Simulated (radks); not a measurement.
Question: Species: Tc2+. Configuration: [Kr] 4d5. Method: Dirac Kohn-Sham, PBE, spin-unpolarised, spherical densities, point nucleus; open shells fill j = l - 1/2 first; computed with a radial shooting solver on a logarithmic mesh with Libxc functionals.

Spin-orbit splittings of the eigenvalues, e(l+1/2) - e(l-1/2), with zeta = 2 splitting/(2l+1) and mean radii in bohr:

| shell | occ. | splitting (eV) | zeta (eV) | <r> j=l-1/2 | <r> j=l+1/2 |
|---|---|---|---|---|---|
| 2p | 6 | 118.3 | 78.84 | 0.1271 | 0.1318 |
| 3p | 6 | 19.77 | 13.18 | 0.4090 | 0.4196 |
| 3d | 10 | 3.801 | 1.520 | 0.3970 | 0.4005 |
| 4p | 6 | 2.942 | 1.962 | 1.151 | 1.181 |
| 4d | 5 | ? | ? | 1.611 | 1.627 |

Estimate the 4d splitting.

Answer: 0.3070 eV (zeta = 0.1228 eV).
